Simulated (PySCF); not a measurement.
# C₆ coefficients of unlike pairs at BLYP

Calculated with PySCF 2.14 from the dipole response of each species, C₆(A,B) = (3/π) ∫ α_A(iu) α_B(iu) du, in atomic units, from isotropic polarisabilities. For ions this is the dispersion term alone; charge-induced terms of lower order in 1/R come first.

```json
{"species": "Al", "configuration": "[Ne] 3s2 3p1 (2P)", "basis": "def2-TZVPPD (6s5p4d1f)", "relativity": "none", "α (bohr³)": "60.36", "C₆ (like pair)": "515.7"}
{"species": "Se", "configuration": "[Ar] 3d10 4s2 4p4 (3P)", "basis": "aug-cc-pVQZ-PP with ECP10MDF (7s6p5d3f2g)", "relativity": "core potential", "α (bohr³)": "28.69", "C₆ (like pair)": "240.5"}
{"species": "S(2+)", "configuration": "[Ne] 3s2 3p2 (3P)", "basis": "def2-QZVPPD (10s7p5d2f1g)", "relativity": "none", "α (bohr³)": "7.290", "C₆ (like pair)": "26.36"}
{"species": "Ti(3+)", "configuration": "[Ar] 3d1 (2D)", "basis": "aug-cc-pVDZ (7s6p4d2f)", "relativity": "none", "α (bohr³)": "2.101", "C₆ (like pair)": "5.111"}
```

(1) Estimate C₆ for Ti(3+) with Se.

No spin-orbit coupling is included.

The other pairs:

```tsv
pair	C₆
Ti(3+), S(2+)	10.68
S(2+), Se	77.68
S(2+), Al	99.86
Se, Al	332.9
Ti(3+), Al	33.81
```

Results:

(1) The integral gives 29.15. The combination rule 2 C_A C_B / (C_A α_B/α_A + C_B α_A/α_B) gives 28.13 and the geometric mean 35.06.
